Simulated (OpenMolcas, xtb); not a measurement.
**GeH2O2 (SMILES [OH][Ge][OH]): the electronic atomisation energy, rung by rung**

GeH2O2: 5 atoms, total charge 0, spin state singlet. SMILES: `[OH][Ge][OH]`. Geometry: relaxed at PBE0-D4/def2-TZVP. This is one conformer, not always the lowest.

Quantity: the electronic atomisation energy, in eV. The values are calculated. Electronic energies at fixed atoms, without zero-point motion or spin-orbit coupling.

```csv
level,kind,program,value (eV),CPU time (all runs)
GFN0-xTB,semi-empirical,xtb,21.80,under 2 s
HF/def2-SVPD,Hartree–Fock,OpenMolcas,11.66,18 s
SVWN5/def2-SVPD,LDA,OpenMolcas,21.78,35 s
revPBE/def2-SVPD,GGA,OpenMolcas,17.97,44 s
M06-L/def2-SVPD,meta-GGA,OpenMolcas,18.27,95 s
B3LYP/def2-SVPD,global hybrid,OpenMolcas,18.15,46 s
```

All-electron rows without a relativistic Hamiltonian named are non-relativistic. The values span 11.66 to 21.80 eV. The xTB rows lack spin polarisation, so open shells miss the exchange term that lowers them. Times are those of the runs behind each value, whatever else they computed, on shared processors of several kinds: orders of magnitude only.
